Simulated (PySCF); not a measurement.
# From computed data to an observable: chemical shift, span and skew from a shielding tensor

C₄H₈O₂, SMILES OCC1(O)CC1. Atoms are numbered in the order given.

```xyz
14

O      1.8981    -0.2402     0.8750
C      1.1931    -0.1377    -0.3462
C     -0.2809     0.1280    -0.1217
O     -0.5059     1.2408     0.7064
C     -1.2665    -1.0069    -0.0567
C     -1.2508    -0.0624    -1.2431
H      1.9100     0.6467     1.2591
H      1.6083     0.6687    -0.9837
H      1.3291    -1.0883    -0.8849
H     -0.4305     0.9298     1.6190
H     -0.8965    -2.0274    -0.1903
H     -2.0956    -0.9060     0.6492
H     -2.0557     0.6734    -1.3101
H     -0.8752    -0.4290    -2.2032
```

The structure is a stationary point at B3LYP-D3(BJ)/def2-SVP. Other conformers were not sampled.

GIAO shieldings from KT2/pcSseg-1 run with PySCF, non-relativistic, no solvent. The symmetric part of the tensor of C3 has the principal values 94.6, 99.3, 181.3 ppm. The same nucleus in TMS has σ = 185.1 ppm at this level (PySCF, at its B3LYP-D3(BJ)/def2-TZVP geometry).

Question: Work out the isotropic shielding, the ¹³C shift against TMS, the span and the skew.

Answer: 
σ(iso) = (σ11 + σ22 + σ33)/3 = 125.1 ppm. δ = σ(ref) − σ(iso) = 185.1 − (125.1) = 60.0 ppm.
Span Ω = σ33 − σ11 = 86.7 ppm. Skew κ = 3(σ(iso) − σ22)/Ω = 0.89. Tumbling in solution averages the tensor to δ; in a static solid the shielding alone would spread this spin-1/2 line over Ω.
